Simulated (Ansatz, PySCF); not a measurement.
Gas-phase reaction (SMILES): CCOB(F)F [ethoxy(difluoro)borane] + F (HF) -> FB(F)F [trifluoroborane] + CCO [ethanol]; hydrogen fluoride cleaves one B-O bond, a model of a ligand-exchange step.

Structures are relaxed separately at B3LYP-D3(BJ)/def2-TZVP in Ansatz (a quantum-chemistry and plane-wave program), one conformer each, not searched for the lowest. Cores are frozen in the correlated levels unless marked. Spin-orbit coupling is left out. No relativistic terms. CBS marks a two-point X^-3 extrapolation of the correlation energy; Hartree-Fock from the larger set. The bracket is a focal-point correction in the basis named. Thermal terms are rigid-rotor harmonic-oscillator values from B3LYP-D3(BJ) frequencies (Ansatz or PySCF) at 298.15 K and 1 atm. 1 Eh = 627.5095 kcal/mol.

```
species   E, RI-MP2/CBS(aug-cc-pVTZ,aug-cc-pVQZ)+[CCSD(T)-MP2]/aug-cc-pVTZ (Ansatz) (Eh)  E, wB97M-V/def2-TZVPD (Ansatz) (Eh)  H - E (Eh)
--------  ------------------------------------------------------------------------------  -----------------------------------  ----------
CCOB(F)F                                                                      -378.84012                           -379.19865     0.08866
F (HF)                                                                        -100.39388                           -100.46200     0.01259
FB(F)F                                                                        -324.35420                           -324.63584     0.01684
CCO                                                                           -154.88074                           -155.02601     0.08491
```

Question: Work out ΔE and ΔH at 298.15 K at the first level, then ΔH at the second.

Answer: 
1. ΔE = [(-324.35420) + (-154.88074)] - [(-378.84012) + (-100.39388)] = -0.00094 Eh = -0.6 kcal/mol at RI-MP2/CBS(aug-cc-pVTZ,aug-cc-pVQZ)+[CCSD(T)-MP2]/aug-cc-pVTZ.
2. The terms H - E add up to 0.00050 Eh, so ΔH = (-0.00094 + (0.00050))×627.5095 = -0.3 kcal/mol.
3. At wB97M-V/def2-TZVPD the same steps give ΔE = -0.8 and ΔH = -0.4 kcal/mol, a shift of -0.1 from the first level.
4. These values are not checked against measurement here, since the tables used lack a sound gas-phase enthalpy of formation for at least one species.
